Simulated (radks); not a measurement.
Values are calculated unless marked as measured or tabulated.
Polarisability of the technetium ion Tc+, [Kr] 4d5 5s1, at imaginary frequency. Level of theory: non-relativistic Kohn-Sham, PBE, spin-polarised, spherical densities, point nucleus; open shells are filled with parallel spins first (spin-orbit coupling, left out, can overturn this in heavy ions); relativity is left out, which matters for an element this heavy (a radial shooting solver on a logarithmic mesh with Libxc functionals). Response by self-consistent Sternheimer equations with the Hartree and adiabatic LDA kernel.

w (hartree)  alpha1(iw) (bohr^3)
0.00266                    37.12
0.0143                     36.95
0.0360                     36.01
0.0697                     33.35
0.118                      28.40
0.186                      22.06
0.280                      16.05
0.413                      11.32
0.605                      7.851
0.892                      5.280
1.35                       3.321
2.12                       1.842
3.59                      0.8369
6.94                      0.2898
17.5                     0.06726

Static values: alpha1 = 37.13 bohr^3 (5.502 angstrom^3; uncoupled 58.25). C6 = 269.3, triple-dipole C9 = 6688 atomic units. One-pole (London) frequency 4 C6 / (3 alpha1^2) = 0.260 hartree, against 0.429 for minus the highest occupied eigenvalue.
